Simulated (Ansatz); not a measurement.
```yaml
crystal:
  periodic: [false, false, false]
  atoms:
    - {symbol: Xx, position_ang: [-0.113271, -1.450357, 0.494368]}
    - {symbol: B, position_ang: [1.014683, -0.662199, 0.658436]}
    - {symbol: O, position_ang: [0.954092, 0.556624, 0.179801]}
    - {symbol: In, position_ang: [-0.910862, 0.809509, -0.671246]}
    - {symbol: H, position_ang: [1.933640, -1.176255, 1.222995]}
    - {symbol: H, position_ang: [-2.003915, 1.478630, 0.448978]}
    - {symbol: H, position_ang: [-0.874366, 0.444049, -2.333332]}
basis:
  gaussian: {orbitals: x2c-TZVPPall}
hamiltonian: {xc: {name: HF}}
correlation: {method: rpa}
```

```sh
$ ansatz run in.yaml --threads 2 --pin off --events-out ev --progress --plain --max-ram 4352MiB
```

It prints (some lines left out):

```
Error: YAML parse error: error: line 4 column 16: `Xx` is not an element symbol (H … Og, case-exact)
 --> <input>:4:16
2 |   periodic: [false, false, false]
3 |   atoms:
4 |     - {symbol: Xx, position_ang: [-0.113271, -1.450357, 0.494368]}
5 |     - {symbol: B, position_ang: [1.014683, -0.662199, 0.658436]}
6 |     - {symbol: O, position_ang: [0.954092, 0.556624, 0.179801]}
```

Question: Something in this input is off. What?

Answer: An element symbol is wrong. The program refused the input.
